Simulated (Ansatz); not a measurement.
The As1–N2 bond of AsN is stretched (multiplicity 1).


Correlated levels freeze the cores. Filled d and f shells under p-block atoms count as core.

The values were computed with Ansatz (Gaussian orbitals). Values without a source in brackets are computed.

Natural occupations of CASSCF(10,8)/cc-pVTZ:

```csv
R (Å),occupations
1.611,1.995 1.989 1.965 1.901 1.901 0.105 0.105 0.038
2.820,1.999 1.998 1.454 1.149 1.149 0.852 0.852 0.548
6.446,2.000 2.000 1.002 1.000 1.000 1.000 1.000 0.998
```

Count the electrons that have left the 5 most occupied orbitals, and the effectively unpaired electrons Σ min(n, 2 − n).


- R = 1.611 Å: 0.25 electrons in the weakly occupied orbitals, 0.50 unpaired
- R = 2.820 Å: 2.25 electrons in the weakly occupied orbitals, 4.50 unpaired
- R = 6.446 Å: 3.00 electrons in the weakly occupied orbitals, 6.00 unpaired
Each bonding pair that breaks into one electron on either fragment adds two; pairs that stay whole add only the little that their own correlation moves into empty orbitals.

Ansatz is an electronic-structure program.
